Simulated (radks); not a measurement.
The tantalum anion Ta- inside a hard spherical wall (all orbitals vanish at R), configuration held at [Xe] 4f14 5d4 6s2 and not refilled when levels cross. Calculated with a radial shooting solver on a logarithmic mesh with Libxc functionals: scalar-relativistic Kohn-Sham, LDA (Slater exchange, VWN5 correlation), spin-polarised, spherical densities, finite nucleus; open shells are filled with parallel spins first (spin-orbit coupling, left out, can overturn this in heavy ions); Fermi nuclear charge, rms radius 5.3507 fm. Eigenvalues in eV for spin up, with the zero of energy where the potential of the charges vanishes at infinity; a dash marks a level that is unbound or too diffuse for the functional's potential to be trusted. A positive occupied level is held by the wall or, in an anion where self-interaction has pushed it up, behind a barrier. The pressure on the wall is -dE/dV.

R (bohr)  E (hartree)  kinetic (hartree)    e(5p)    e(4f)   e(6s)   e(5d)  e(6p, empty)  e(7s, empty)  pressure (GPa)
20        -15593.1877          17122.276  -33.233  -17.970  -0.716   1.697         2.027         2.036        0.000406
12        -15593.1851          17122.286  -32.875  -17.608  -0.461   2.011         2.735         3.939          0.0215
10        -15593.1798          17122.312  -32.522  -17.251  -0.207   2.323         3.218         5.497           0.112
8         -15593.1579          17122.416  -31.612  -16.324   0.469   3.116         4.350         9.029           0.790
5         -15592.8231          17123.695  -25.833  -10.207   5.966   8.339        12.511        31.717            33.0
3.5       -15591.3356          17128.683  -15.539    1.511  22.732  19.678        35.656        87.478             442
2         -15572.2046          17192.877   37.406   58.450  165.60  89.007        204.32        426.59           26200
1.5       -15523.2242          17344.129   135.85   136.74  428.13  211.49        489.23        945.58          198000
